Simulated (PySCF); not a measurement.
Isomers of C3H10F3NSi2, mass 173.030 u with the commonest isotopes. Computed with PBE0/pcSseg-1 in PySCF (dipole) on a GFN2-xTB geometry, gas phase. One conformer each, none proved a minimum here; rigid rotors.

Problem. Order these by radius of gyration √(Σ m r²/M), smallest first.
A. `[NH2:1][CH2:2][C:3]([SiH3:4])([SiH3:5])[C:6]([F:7])([F:8])[F:9]` with H–N1–C2–C3 80° and -159°, N1–C2–C3–Si4 153°
B. `[CH3:1][CH2:2][Si@H:3]([NH:4][SiH3:5])[C:6]([F:7])([F:8])[F:9]` with C1–C2–Si3–N4 -61°, C2–Si3–N4–Si5 -134°
C. `[CH3:1][N:2]([CH3:3])[SiH2:4][SiH2:5][C:6]([F:7])([F:8])[F:9]` with C1–N2–Si4–Si5 165°, N2–Si4–Si5–C6 -171°
D. `[F:1][CH2:2][C:3]([F:4])([F:5])[CH2:6][NH:7][SiH2:8][SiH3:9]` with F1–C2–C3–F4 81°, C2–C3–C6–N7 176°, C3–C6–N7–Si8 86°, C6–N7–Si8–Si9 172°

Solution. A (2.006 Å), B (2.260 Å), C (2.576 Å), D (2.672 Å).

Problem. Order these by dipole moment, smallest first.
A. `[CH3:1][CH2:2][Si@H:3]([NH:4][SiH3:5])[C:6]([F:7])([F:8])[F:9]` with C1–C2–Si3–N4 -61°, C2–Si3–N4–Si5 -134°
B. `[CH3:1][N:2]([CH3:3])[SiH2:4][SiH2:5][C:6]([F:7])([F:8])[F:9]` with C1–N2–Si4–Si5 165°, N2–Si4–Si5–C6 -171°
C. `[F:1][CH2:2][C:3]([F:4])([F:5])[CH2:6][NH:7][SiH2:8][SiH3:9]` with F1–C2–C3–F4 81°, C2–C3–C6–N7 176°, C3–C6–N7–Si8 86°, C6–N7–Si8–Si9 172°

Solution. C (1.09 D), A (3.34 D), B (4.03 D).

Problem. Order these by rotational constant B, largest first.
A. `[CH3:1][CH2:2][Si@H:3]([NH:4][SiH3:5])[C:6]([F:7])([F:8])[F:9]` with C1–C2–Si3–N4 -61°, C2–Si3–N4–Si5 -134°
B. `[CH3:1][N:2]([CH3:3])[SiH2:4][SiH2:5][C:6]([F:7])([F:8])[F:9]` with C1–N2–Si4–Si5 165°, N2–Si4–Si5–C6 -171°
C. `[F:1][CH2:2][C:3]([F:4])([F:5])[CH2:6][NH:7][SiH2:8][SiH3:9]` with F1–C2–C3–F4 81°, C2–C3–C6–N7 176°, C3–C6–N7–Si8 86°, C6–N7–Si8–Si9 172°
D. `[NH2:1][CH2:2][C:3]([SiH3:4])([SiH3:5])[C:6]([F:7])([F:8])[F:9]` with H–N1–C2–C3 80° and -159°, N1–C2–C3–Si4 153°

Solution. D (1129 MHz), A (1004 MHz), B (496.8 MHz), C (445.9 MHz).

| SMILES | point group | Ia (u·Å²) | Ib (u·Å²) | Ic (u·Å²) | κ | μa (D) | μb (D) | μc (D) |
| --- | --- | --- | --- | --- | --- | --- | --- | --- |
| CC[Si@H](N[SiH3])C(F)(F)F | C1 | 445.46 | 503.61 | 818.48 | 0.49 | 2.33 | 2.39 | 0.18 |
| FCC(F)(F)CN[SiH2][SiH3] | C1 | 181.10 | 1133.41 | 1157.12 | -0.99 | 0.84 | 0.06 | 0.69 |
| NCC([SiH3])([SiH3])C(F)(F)F | C1 | 401.20 | 447.64 | 543.49 | 0.21 | 1.95 | 0.49 | 2.58 |
| CN(C)[SiH2][SiH2]C(F)(F)F | C1 | 188.69 | 1017.25 | 1090.39 | -0.97 | 3.88 | 1.08 | 0.02 |
